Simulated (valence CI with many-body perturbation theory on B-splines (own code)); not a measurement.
# Bi XII: magnetic and hyperfine properties of the levels

Computed by valence CI with perturbative core correlation (CI+MBPT): four valence electrons over a frozen Dirac-Fock core [Xe] 4f14, a basis of 9 s, 9 p, 10 d, 8 f, 5 g, 3 h, 1 i functions for each j, with the one-electron correlation potential Σ1, the two-electron term Σ2, the three-electron term Σ3, Breit, model QED; selected CI, second order for the rest, scaled by the run's own slope (own B-spline code, finite nucleus).

No measured spectrum was set against this ion. As an estimate, terms of the open shell hold to 2 to 4 % of their energy, and close levels can change places. Core correlation moves these levels by up to 15000 cm⁻¹, and in measured spectra 5 to 20 % of such shifts remained as error; rates that hang on mixing are uncertain with them. The list stops below the first excitations out of the core. Only levels of the ground parity were solved; by the run's estimate the other parity begins above the list, which can be wrong where configurations are misplaced.

A/g_I is the dipole constant over the nuclear g factor μ/I (μ in nuclear magnetons, uniformly magnetised nucleus), B/Q the quadrupole constant per barn. Both hold the static response of the core; the bare values leave it out. Large factors of s and p1/2 electrons are usually good to 5 to 10 %; those of open d and f shells near neutrality can be off by tens of per cent, and small factors of p3/2, d and f electrons come from cancelling terms and can be off by a factor of two or in sign, in half-filled shells by more. B is blank for J = 1/2, where it vanishes, and for nearly pure S terms. Energies count from the lowest level. Levels with J = 0 are left out.

Levels are named by their leading jj configuration (3d3/2^4 stands for four electrons in 3d with j = 3/2), which in mixed levels can hold well under half, so a name can repeat and another be missing. Letters in brackets count levels of one name in rising energy.

| Level | E (eV) | g | A/g_I (MHz) | A/g_I bare | B/Q (MHz/b) | B/Q bare |
| --- | --- | --- | --- | --- | --- | --- |
| (5d3/2^3 5d5/2) J=1 | 2.603 | 1.499 | -1760 | -312 | 1230 | 1080 |
| (5d3/2^3 5d5/2) J=2 | 4.105 | 1.387 | -52.8 | 1290 | 1870 | 1620 |
| (5d3/2^3 5d5/2) J=4 | 4.664 | 1.147 | 2240 | 2930 | -763 | -856 |
| (5d3/2^3 5d5/2) J=3 | 4.840 | 1.302 | 1020 | 2210 | 706 | 522 |
| (5d3/2^2 5d5/2^2) J=4 [a] | 7.243 | 1.148 | 1870 | 2450 | -1380 | -1320 |
| (5d3/2^2 5d5/2^2) J=2 [a] | 7.674 | 1.020 | 1970 | 1870 | 2550 | 2320 |
| (5d3/2^2 5d5/2^2) J=3 [a] | 7.683 | 1.024 | 2440 | 2510 | 756 | 681 |
| (5d3/2^2 5d5/2^2) J=5 | 8.350 | 1.081 | 2430 | 2800 | 2910 | 2530 |
| (5d3/2^2 5d5/2^2) J=1 | 8.664 | 1.231 | 1800 | 2800 | 73.5 | 25.5 |
| (5d3/2^2 5d5/2^2) J=6 | 8.888 | 1.095 | 2480 | 2950 | 3360 | 2900 |
| (5d3/2^2 5d5/2^2) J=4 [b] | 9.522 | 1.031 | 2960 | 3210 | -1310 | -1120 |
| (5d3/2^2 5d5/2^2) J=2 [b] | 9.665 | 1.137 | 2080 | 2660 | 896 | 772 |
| (5d3/2^2 5d5/2^2) J=3 [b] | 9.676 | 1.146 | 2310 | 3010 | 1240 | 1090 |
| (5d3/2 5d5/2^3) J=4 [a] | 11.091 | 1.211 | 1280 | 2030 | 1240 | 1120 |
| (5d3/2^2 5d5/2^2) J=2 [c] | 11.501 | 1.035 | 3440 | 3860 | -70.5 | -115 |
| (5d3/2 5d5/2^3) J=3 [a] | 11.935 | 1.121 | 1500 | 1830 | 464 | 494 |
| (5d3/2 5d5/2^3) J=5 | 12.672 | 1.151 | 1840 | 2410 | -2100 | -1890 |
| (5d3/2 5d5/2^3) J=1 [a] | 12.716 | 0.808 | 3990 | 3290 | 1180 | 1010 |
| (5d3/2^2 5d5/2^2) J=4 [c] | 12.871 | 1.113 | 1880 | 2270 | 2270 | 1970 |
| (5d3/2 5d5/2^3) J=6 | 12.937 | 1.070 | 2470 | 2790 | 4410 | 3980 |
| (5d3/2^2 5d5/2^2) J=2 [d] | 13.388 | 1.339 | 762 | 2060 | -913 | -802 |
| (5d3/2 5d5/2^3) J=2 [a] | 14.300 | 0.980 | 3230 | 3280 | 2600 | 2260 |
| (5d3/2 5d5/2^3) J=3 [b] | 14.375 | 1.087 | 2320 | 2690 | 2000 | 1900 |
| (5d3/2 5d5/2^3) J=3 [c] | 16.371 | 1.066 | 2660 | 3000 | 4300 | 3760 |
| (5d3/2 5d5/2^3) J=1 [b] | 16.415 | 1.460 | -1070 | 404 | -1820 | -1570 |
| (5d3/2 5d5/2^3) J=4 [b] | 16.701 | 1.034 | 2700 | 2900 | 3380 | 3110 |
| (5d3/2 5d5/2^3) J=2 [b] | 16.920 | 1.086 | 2460 | 2850 | -1480 | -1260 |
| (5d5/2^4) J=4 | 17.515 | 1.161 | 1630 | 2200 | -2850 | -2510 |
| (5d5/2^4) J=2 | 19.860 | 1.010 | 2450 | 2440 | -1450 | -1350 |
| (5d3/2^3 6s) J=1 | 47.507 | 0.190 | -27000 | -25700 | -1480 | -1330 |
| (5d3/2^3 6s) J=2 | 48.134 | 1.038 | 33600 | 31000 | -3010 | -2720 |
| (5d3/2^2 5d5/2 6s) J=3 | 50.590 | 1.235 | 20300 | 19300 | -1490 | -1400 |
| (5d3/2^2 5d5/2 6s) J=2 [a] | 51.119 | 1.087 | -2890 | -2070 | -622 | -608 |
| (5d3/2^2 5d5/2 6s) J=4 | 51.867 | 1.236 | 15000 | 14500 | 519 | 342 |
| (5d3/2^2 5d5/2 6s) J=1 | 51.993 | 1.873 | 16300 | 16700 | 700 | 578 |

Task: Take the isotope of mass number 209, with I = 9/2, μ = 4.092 μN, leaving out the quadrupole term. What is the hyperfine structure of (5d3/2^2 5d5/2^2) J=2 [a]?

Result: From the table A = 1790 MHz. Shifts from the centre of gravity in MHz: F = 5/2: -19700, F = 7/2: -13400, F = 9/2: -5370, F = 11/2: 4480, F = 13/2: 16100.
